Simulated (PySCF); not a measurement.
C4H5Br, SMILES C=C/C=C/Br. Geometry: PBE-D3(BJ)/def2-SVP. One conformer was computed; it need not be the lowest.

The numbers are results of PBE-D3(BJ)/def2-SVP in PySCF, not measurements.

Harmonic wavenumbers (cm⁻¹): 144, 154, 239, 317, 439, 627, 749, 795, 882, 923, 927, 1001, 1138, 1189, 1247, 1264, 1379, 1592, 1649, 3075, 3082, 3097, 3133, 3181. Rotational constants (GHz): 28.64, 0.9819, 0.9493; symmetry number 1.

Q: Work out the zero-point energy and the ideal-gas rigid-rotor harmonic-oscillator thermochemistry at 298.15 K and 1 atm.

A: ZPE = ½ Σ hcν = ½ × 32224 cm⁻¹ = 192.74 kJ/mol. H − E(el) = 210.68 kJ/mol. Entropy in J/(mol K): translation 169.74, rotation 112.51, vibration 45.56, total 327.80. G − E(el) = 112.95 kJ/mol. Cp = 91.16 J/(mol K). Modes under 150 cm⁻¹ make the vibrational entropy uncertain.
